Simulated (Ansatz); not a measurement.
System: C4H10O2 (charge 0, singlet). SMILES: COC(C)OC
Geometry from a B3LYP-D3(BJ)/def2-TZVP (Ansatz, a quantum-chemistry and plane-wave program) optimisation:
```xyz
16

C      0.1307    -1.8674    -0.1538
C     -0.2303    -0.4065     0.0098
O      0.8784     0.3645     0.4531
C      1.0594     0.3800     1.8524
O     -0.6328     0.0754    -1.2312
C     -1.1423     1.3992    -1.2040
H      0.4817    -2.2838     0.7907
H     -0.7384    -2.4366    -0.4836
H      0.9216    -1.9588    -0.8981
H     -1.0462    -0.2784     0.7445
H      1.3344    -0.6056     2.2461
H      0.1537     0.7211     2.3700
H      1.8701     1.0758     2.0615
H     -1.9849     1.4787    -0.5057
H     -1.4909     1.6214    -2.2106
H     -0.3711     2.1161    -0.9162
```

Property: vertical ionisation energy (to the doublet state of charge +1; each state is the SCF solution reached for its spin), in eV. Cores are frozen in the correlated levels unless marked. Open shells are spin-unrestricted. No spin-orbit coupling. No relativistic terms. CBS marks a two-point X^-3 extrapolation of the correlation energy; Hartree-Fock from the larger set. [CCSD(T)-MP2]/basis is that difference in the basis named.

```json
[
 {"level": "HF/aug-cc-pVTZ", "program": "Ansatz", "vertical ionisation energy (eV)": "8.75"},
 {"level": "r2SCAN/def2-TZVPD", "program": "Ansatz", "vertical ionisation energy (eV)": "9.26"},
 {"level": "B3LYP/def2-TZVPD", "program": "Ansatz", "vertical ionisation energy (eV)": "9.55"},
 {"level": "PBE0/def2-TZVPD", "program": "Ansatz", "vertical ionisation energy (eV)": "9.55"},
 {"level": "CAM-B3LYP/def2-TZVPD", "program": "Ansatz", "vertical ionisation energy (eV)": "9.80"},
 {"level": "wB97M-V/def2-TZVPD", "program": "Ansatz", "vertical ionisation energy (eV)": "9.82"},
 {"level": "wB97X-V/def2-TZVPD", "program": "Ansatz", "vertical ionisation energy (eV)": "9.82"}
]
```

Task: Estimate the value at RI-MP2/CBS(aug-cc-pVTZ,aug-cc-pVQZ)+[CCSD(T)-MP2]/aug-cc-pVTZ as computed with Ansatz.

Result: 10.10 eV
